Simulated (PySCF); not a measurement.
**Magnetisability: `Cc1c[n]([GeH3])nc1F`, C4H7FGeN2**

Geometry (Å), atoms numbered from 1 in this order:
```xyz
15

C    -2.541    0.251    0.593
C    -1.150   -0.010    0.132
C     0.046    0.471    0.618
N     1.049   -0.040   -0.126
Ge    2.882    0.086   -0.238
N     0.565   -0.839   -1.092
C    -0.739   -0.822   -0.941
F    -1.539   -1.527   -1.739
H    -3.214   -0.494    0.177
H    -2.873    1.236    0.266
H    -2.597    0.217    1.680
H     0.251    1.132    1.438
H     3.364   -1.319   -0.291
H     3.314    0.824    0.989
H     3.179    0.842   -1.487
```

Computed with GIAO PBE/pcSseg-1 magnetisability, rotational g tensor and spin-rotation constants, non-relativistic, gas phase (PySCF). Geometry: GFN2-xTB.

The calculation is non-relativistic, which matters for the atoms heavier than Zn.

Q: What are the magnetisability and the molar susceptibility?

A: Isotropic -1363 × 10⁻³⁰ J/T², or -82.1 × 10⁻⁶ cm³/mol; principal values -1707, -1280, -1102 × 10⁻³⁰ J/T², anisotropy 539 × 10⁻³⁰ J/T² (root of half the summed squared differences of the principal values). The susceptibility is in cgs units.

Q: Split it along the inertial axes a, b, c into diamagnetic and paramagnetic parts about the centre of mass, with the quadrupole moment.

A: 
| axis | χ (10⁻⁶ cm³/mol) | diamagnetic (10⁻⁶ cm³/mol) | paramagnetic (10⁻⁶ cm³/mol) | summed x² of all electrons (Å²) | quadrupole Θ (D Å) |
| --- | --- | --- | --- | --- | --- |
| a | -75.8 | -441.8 | 366.0 | 372.2 | +6.25 |
| b | -67.7 | -1651.5 | 1583.8 | 87.0 | -3.09 |
| c | -102.8 | -1948.2 | 1845.4 | 17.1 | -3.16 |

Anisotropies 2χaa − χbb − χcc = +18.9 and 2χbb − χaa − χcc = +43.2 × 10⁻⁶ cm³/mol. Θ is traceless in Buckingham's convention.

Q: And the rotational g tensor?

A: 
```csv
axis,rotational constant (GHz),g,nuclear part,electronic part
a,3.6269,-0.0512,0.5725,-0.6237
b,0.7045,-0.0108,0.5134,-0.5242
c,0.5964,+0.0007,0.5178,-0.5171
```
Asymmetric top; isotopes 12C, 19F, 74Ge, 1H, 14N; no vibrational averaging.
